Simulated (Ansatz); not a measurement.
trans-Ti(PH3)2Br4 (TiP₂H₆Br₄). Total charge 0; singlet. Geometry PBE-D4/def2-SVP.

```xyz
13

Br   -2.021   -1.347    0.047
Br    1.796    1.652    0.259
Br    1.044   -1.449    1.634
Br   -0.826    1.194   -1.986
P    -1.388    1.461    1.638
P     1.407   -1.431   -1.650
Ti    0.007    0.030   -0.021
H    -1.694    0.862    2.898
H    -2.711    1.817    1.235
H    -0.934    2.737    2.101
H     0.981   -2.784   -1.822
H     2.772   -1.671   -1.307
H     1.567   -1.072   -3.025
```

Another isomer (singlet) lies 0.35 eV lower at PBE0-D4/def2-TZVP; other spin states weren't run for this one.

Task: Estimate the orbital energies around the gap (eV) in Ansatz with HF/STO-3G, PBE-D4/def2-SVP, PBE-D4/def2-TZVP, r2SCAN-D4/def2-TZVP, PBE0-D4/def2-SVP.

Result: 
```tsv
orbital	HF/STO-3G	PBE-D4/def2-SVP	PBE-D4/def2-TZVP	r2SCAN-D4/def2-TZVP	PBE0-D4/def2-SVP
HOMO−5	-8.18	-7.31	-7.54	-7.85	-8.59
HOMO−4	-7.45	-6.62	-6.86	-7.17	-7.81
HOMO−3	-7.43	-6.44	-6.65	-6.94	-7.58
HOMO−2	-7.04	-6.29	-6.56	-6.87	-7.52
HOMO−1	-7.04	-6.28	-6.55	-6.86	-7.51
HOMO	-6.79	-5.76	-6.03	-6.32	-6.99
LUMO	5.64	-4.18	-4.36	-4.41	-3.55
LUMO+1	5.66	-4.17	-4.36	-4.41	-3.54
LUMO+2	6.58	-3.83	-4.02	-4.05	-3.15
LUMO+3	7.92	-2.64	-2.84	-2.89	-2.12
LUMO+4	9.80	-1.98	-2.20	-2.27	-1.49
LUMO+5	10.33	-0.68	-1.10	-0.89	0.02
```
